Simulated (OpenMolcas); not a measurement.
## Si-: effect of the basis set

```
Program             : OpenMolcas 26.06
Method              : SS-CASPT2, IPEA 0.25 Eh, imaginary shift 0.1 Eh (closed shells correlated: 2s 2p 3s)
Active space        : 3 electrons in 3 orbitals (3p)
State averaging     : 2S+1 = 4 odd, 1 root; 2S+1 = 2 odd, 8 roots
Spin-orbit coupling : state interaction with AMFI integrals over the reference wave functions, term energies averaged over their components
```

A. ANO-RCC-VTZP [5s4p2d1f], DKH2, point nucleus; CASPT2 step roughly 0.7 core-seconds
B. ANO-RCC-VQZP [6s5p3d2f1g], DKH2, point nucleus; CASPT2 step of the order of 0.9 core-seconds
C. ANO-R3 [6s5p4d2f1g], X2C, finite nucleus; CASPT2 step about 1.6 core-seconds

Energies in eV above 3s² 3p³ ⁴S°_3/2.

```tsv
Level	A	B	C
3s² 3p³ ⁴S°_3/2	0.0000	0.0000	0.0000
3s² 3p³ ²D°_3/2	1.035	0.939	1.064
3s² 3p³ ²D°_5/2	1.035	0.939	1.064
```

Among A to C the level of the table that moves most is 3s² 3p³ ²D°_3/2, by 1000 cm-1 (lowest in B, highest in C). Moves below CASPT2's spread within the term are not significant.

CASPT2 breaks the degeneracy within a term, and the mean is taken; among the terms shown or strongly mixed into the levels shown the widest spread is 250 cm-1 (3s² 3p³ ²D°, A). With the s shell closed, the reference lacks s² → p² mixing. No diffuse functions were added, so excited terms of the anion can stand markedly too high. Only configurations of the active space appear. The table leaves out levels that lie high or whose names do not pair safely across all columns.

° marks odd parity.
